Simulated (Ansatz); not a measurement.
Input and output for SnH2Me(NEt2) (C5H15NSn).

```yaml
crystal:
  periodic: [false, false, false]
  atoms:
    - {symbol: Sn, position_ang: [1.086621, 1.427475, 0.823094]}
    - {symbol: H, position_ang: [1.058302, 1.384072, 2.540213]}
    - {symbol: H, position_ang: [2.681699, 1.546539, 0.193663]}
    - {symbol: C, position_ang: [-0.116887, 3.059855, 0.063403]}
    - {symbol: H, position_ang: [-0.252856, 2.946321, -1.022336]}
    - {symbol: H, position_ang: [0.382935, 4.020243, 0.260805]}
    - {symbol: H, position_ang: [-1.103793, 3.062813, 0.547953]}
    - {symbol: N, position_ang: [0.420257, -0.422355, 0.235993]}
    - {symbol: C, position_ang: [-0.669385, -1.052272, 0.960592]}
    - {symbol: C, position_ang: [-2.059547, -0.468954, 0.690309]}
    - {symbol: C, position_ang: [0.564820, -0.823504, -1.155383]}
    - {symbol: C, position_ang: [1.283637, -2.162635, -1.319006]}
    - {symbol: H, position_ang: [-0.459903, -0.996723, 2.045511]}
    - {symbol: H, position_ang: [-0.679975, -2.134432, 0.722928]}
    - {symbol: H, position_ang: [-2.111639, 0.586197, 1.008891]}
    - {symbol: H, position_ang: [-2.310715, -0.504560, -0.382250]}
    - {symbol: H, position_ang: [-2.841705, -1.022741, 1.235917]}
    - {symbol: H, position_ang: [-0.418707, -0.869771, -1.673114]}
    - {symbol: H, position_ang: [1.138532, -0.050923, -1.700187]}
    - {symbol: H, position_ang: [2.295442, -2.110005, -0.887547]}
    - {symbol: H, position_ang: [0.744359, -2.975217, -0.806572]}
    - {symbol: H, position_ang: [1.368517, -2.439442, -2.382866]}
basis:
  gaussian: {orbitals: def2-mTZVPP}
hamiltonian: {xc: {name: r2SCANh}}
scf: {lower_state_search: full}
```

```sh
$ ansatz run in.yaml --threads 4 --pin off --events-out ev --progress --plain --max-ram 4787MiB
```

Output, abridged:

```
Functional definition: r2SCANh
2321 factors; their error is unknown
mean field evaluation 1: about -12730.9151 eV, gradient 9.1e1 eV
mean field evaluation 2: about -12660.2507 eV, gradient 1.7e2 eV
mean field evaluation 4: about -12749.8463 eV, gradient 1.1e1 eV
mean field evaluation 8: about -12750.1842 eV, gradient 3.5e-1 eV
mean field evaluation 16: about -12750.1674 eV, gradient 9.9e-4 eV
mean field -12750.16741746 eV, -468.5600102179 hartree, gradient 1.7e-5 eV, S^2 0.000000; 0 other end points of the search recorded, 0 dependent functions left out
reference -12750.16743474 eV, -468.5600108527 hartree; 37, 37 occupied and 193, 193 virtual orbitals, 2321 factors
Total energy: -12750.16743474 eV, -468.5600108527 hartree
```

It took 31 s on 4 threads of Intel Xeon on a shared host, peak host memory 0.68 GiB.

In the def2 sets Sn takes a core potential; there is no spin–orbit coupling.
